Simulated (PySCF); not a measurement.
# Dipole moment and polarisability of `C/N=C/CC=C=O`

C5H7NO.
Numbering: `[CH3:1]/[N:2]=[CH:3]/[CH2:4][CH:5]=[C:6]=[O:7]` (hydrogens: H8, H9, H10 on C1; H11 on C3; H12, H13 on C4; H14 on C5)

Structure used (GFN2-xTB), in Å, numbered top down from 1:
```
atom  x, y, z in Å
C1    -2.5310   -0.2673    0.6443
N2    -1.4742    0.0251   -0.2700
C3    -0.3259    0.3072    0.1438
C4     0.7888    0.5995   -0.8110
C5     1.8775   -0.4388   -0.6542
C6     2.9637   -0.2431    0.0188
O7     3.9543   -0.0524    0.6012
H8    -3.3383    0.4447    0.4693
H9    -2.2264   -0.2241    1.6992
H10   -2.9117   -1.2632    0.4146
H11   -0.0570    0.3353    1.2120
H12    1.1939    1.5906   -0.5978
H13    0.4008    0.5776   -1.8293
H14    1.6847   -1.4163   -1.0630
```

Level: B3LYP/def2-SVPD (PySCF), static field, nuclei fixed, core orbitals frozen in the response. The polarisability tensor in these axes (au):

```
x   107.48   4.50   5.47
y     4.50  53.99   0.17
z     5.47   0.17  63.52
```

**Question.** Give the principal values, the mean and the anisotropy Δα = √{½[(α1 − α2)² + (α2 − α3)² + (α1 − α3)²]}.

**Answer.** Principal values 53.60, 62.87 and 108.52 au; mean 75.00 au = 11.11 Å³ = 12.37 × 10⁻⁴⁰ C²·m²/J; Δα = 50.92 au (68 % of the mean).

**Question.** What is the dipole moment, and where does it point?

**Answer.** (-1.15, -0.10, 0.35) D, 1.20 D in size, pointing from the negative to the positive side. Measured along this direction, the outermost atoms are O7 at the negative end and H8 at the positive end.

**Question.** Molar refractivity from α?

**Answer.** Lorentz–Lorenz: R = (4π/3)N_A α = 2.5225 cm³/(mol·Å³) × 11.11 Å³ = 28.0 cm³/mol, in the limit of long wavelengths.

**Question.** What depolarisation ratio follows for Rayleigh scattering of linearly polarised light, taking the static tensor?

**Answer.** ρ = 3Δα²/(45ᾱ² + 4Δα²) = 7778.5/(253101 + 10371.4) = 0.0295.

**Question.** What are the principal values of the traceless quadrupole moment, Θ = ½Σq(3rr − r²1), about the centre of nuclear charge?

**Answer.** -12.02, 4.95, 7.07 D·Å. The values depend on the origin, since the dipole doesn't vanish. The electronic extent ⟨r²⟩ about the same centre is 1166 bohr², a root-mean-square distance of 2.51 Å for the 52 electrons.

**Question.** What would n − 1 = 2πNα be for an ideal gas of these molecules at 400 K and 1 atm, electronic part alone?

**Answer.** N = p/kT = 1.8347 × 10¹⁹ cm⁻³, so n − 1 = 2π × N × 11.11 × 10⁻²⁴ cm³ = 1281 × 10⁻⁶ at long wavelengths, for an ideal gas.

The structure is a single GFN2-xTB conformer in the gas phase; no vibrational or solvent corrections.
